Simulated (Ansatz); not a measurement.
Geometry optimisation, Ansatz, RKS LDA/6-31G*.

Input file:

```yaml
crystal:
  periodic: [false, false, false]
  atoms:
    - { symbol: O, position_ang: [-0.9799, 1.0923, 0.952] }
    - { symbol: B, position_ang: [0.2286, 0.8573, 0.2561] }
    - { symbol: B, position_ang: [0.4488, -0.6075, -0.4859] }
    - { symbol: O, position_ang: [-0.4932, -1.6144, -0.4569] }
    - { symbol: F, position_ang: [1.7339, -0.8832, -1.1617] }
    - { symbol: H, position_ang: [-1.6075, 1.5573, 0.2441] }
    - { symbol: H, position_ang: [1.1107, 1.6809, 0.2403] }
    - { symbol: H, position_ang: [-0.3492, -2.1399, 0.3562] }
basis:
  gaussian: { orbitals: "6-31G*" }
hamiltonian:
  xc: lda
relax:
  f_tol: 0.02
  max_steps: 50
```

Command:

```bash
$ ansatz run input.yaml --threads 1 --pin off --max-ram 2048MiB --backend cpu --events-out ev --progress --plain --runs-dir out
```

Question: Where does it end, and by what steps?

Answer: The forces met the threshold. After 13 steps the energy has fallen by 2.104 eV; H8 moved furthest, 0.94 Å.

| step | energy less start (eV) | largest force component (eV/Å) | accepted |
| --- | --- | --- | --- |
| 0 | 0.0000 | 3.450 | yes |
| 1 | -0.4549 | 1.966 | yes |
| 2 | -0.8047 | 0.972 | yes |
| 3 | -1.1120 | 1.592 | yes |
| 4 | -1.4583 | 1.534 | yes |
| 5 | -1.7962 | 0.843 | yes |
| 6 | -2.0208 | 0.570 | yes |
| 7 | -2.0759 | 0.131 | yes |
| 8 | -2.0883 | 0.327 | yes |
| 9 | -2.0913 | 0.551 | yes |
| 10 | -2.0997 | 0.275 | yes |
| 11 | -2.1037 | 0.061 | yes |
| 12 | -2.1036 | 0.056 | no |
| 13 | -2.1039 | 0.003 | yes |

```xyz
8
Properties=species:S:1:pos:R:3
O -1.027 0.691 0.614
B 0.206 0.794 0.042
B 0.728 -0.746 -0.479
O -0.121 -1.777 -0.259
F 1.878 -1.033 -1.076
H -1.390 1.541 0.937
H 0.737 1.884 -0.020
H -0.920 -1.411 0.185
```

Whether the end is a true minimum wasn't checked by a vibrational analysis.

Run time: 37 s on 1 thread of Arm Neoverse N1 (shared host), peak memory 0.14 GiB.
